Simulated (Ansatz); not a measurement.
Reactions of C2H6ClNOSi (`CC(=O)N[SiH2]Cl`).

Gas-phase electronic energies from Ansatz, PBE0-D4/def2-TZVP geometries. CCSD(T)/CBS adds triple-zeta CCSD(T) − MP2 to the extrapolated MP2 energy (def2 sets, frozen cores). This one scheme is used for every species. Functionals use def2-TZVPP. One conformer a species, not always the lowest.

```
                                                           reaction  CCSD(T)/CBS(def2) (kJ/mol)
  `CC(=O)N[SiH2]Cl` + `BS[SiH2]C` → `C[SiH2]S[SiH2]Cl` + `BNC(C)=O`                           ?
              `CC(=O)N[SiH2]Cl` + `NCF` → `FCN[SiH2]Cl` + `CC(N)=O`                          12
      `CC(=O)N[SiH2]Cl` + `[SiH3]S` → `[SiH3]S[SiH2]Cl` + `CC(N)=O`                          -4
            `CC(=O)N[SiH2]Cl` + `BCCB` → `BCC[SiH2]Cl` + `BNC(C)=O`                         -39
  `CC(=O)N[SiH2]Cl` + `CO[SiH2]S` → `CO[SiH2]S[SiH2]Cl` + `CC(N)=O`                          -6
    `CC(=O)N[SiH2]Cl` + `O[SiH2]F` → `F[SiH2]O[SiH2]Cl` + `CC(N)=O`                         -53
`CC(=O)N[SiH2]Cl` + `N[SiH](O)O` → `O[SiH](O)N[SiH2]Cl` + `CC(N)=O`                           ?
```

Task: Fill in the missing values. (Estimate.)

Result: Computed: `CC(=O)N[SiH2]Cl` + `BS[SiH2]C` → `C[SiH2]S[SiH2]Cl` + `BNC(C)=O`: -25.9 kJ/mol; `CC(=O)N[SiH2]Cl` + `N[SiH](O)O` → `O[SiH](O)N[SiH2]Cl` + `CC(N)=O`: -7.6 kJ/mol.

Largest T1 diagnostic: 0.015, for `BNC(C)=O`.
